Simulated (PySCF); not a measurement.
All of these have the formula C5H10O2Si. Method: TDDFT CAM-B3LYP/def2-SVPD, vertical, gas phase, core orbitals frozen in the response (PySCF 2.14.0, density-fitted response routines). Geometries: GFN2-xTB; one conformer of each isolated species. Triplets are in the Tamm–Dancoff approximation.

A. `C[SiH](C)CC(=O)C=O`
B. `C[C@@H](C=O)C(=O)C[SiH3]`
C. `O=C[C@@]1([SiH3])C[C@H]1CO`
D. `C[C@@H]1COCC(=O)[SiH2]1`

Lowest singlet levels (six at most, fewer where fewer were computed) with oscillator strengths:

1. 379 nm (f 0.000); 206 nm (f 0.003); 194 nm (f 0.022); 191 nm (f 0.005); 182 nm (f 0.015); 172 nm (f 0.013); T1 2.65 eV
2. 280 nm (f 0.000); 190 nm (f 0.012); 176 nm (f 0.135); 174 nm (f 0.025); 165 nm (f 0.026); 158 nm (f 0.015); T1 3.86 eV
3. 427 nm (f 0.001); 271 nm (f 0.001); 210 nm (f 0.112); 192 nm (f 0.001); 189 nm (f 0.003); 185 nm (f 0.011); T1 2.35 eV
4. 301 nm (f 0.003); 280 nm (f 0.002); 198 nm (f 0.021); 177 nm (f 0.059); 171 nm (f 0.064); 170 nm (f 0.090); T1 3.52 eV

**Question.** Match each spectrum to its molecule.

**Answer.** 1 = D, 2 = C, 3 = A, 4 = B.
- A: S1 at 2.90 eV, HOMO→LUMO (94%); Löwdin shares by element: HOMO oxygen 58%, carbon 23% or more (atoms not listed hold the other 20%); LUMO carbon 44% or more, oxygen 44%; HOMO -8.77 and LUMO -1.41 eV.
- B: S1 at 4.12 eV, HOMO→LUMO (52%), HOMO-1→LUMO (31%), HOMO-1→LUMO+1 (13%); Löwdin shares by element: HOMO oxygen 57%, carbon 23% or more (atoms not listed hold the other 20%); LUMO carbon 39% or more, oxygen 37% (atoms not listed hold the other 25%); HOMO -8.96 and LUMO -0.49 eV.
- C: S1 at 4.43 eV, HOMO→LUMO (89%); S1 has the pattern of n→π* at C=O; HOMO -9.17 and LUMO 0.13 eV.
- D: S1 at 3.27 eV, HOMO→LUMO (94%); Löwdin shares by element: HOMO oxygen 52%, carbon 27% or more (atoms not listed hold the other 22%); LUMO carbon 45% or more, oxygen 30% or more, silicon 12%; HOMO -8.10 and LUMO -0.25 eV.
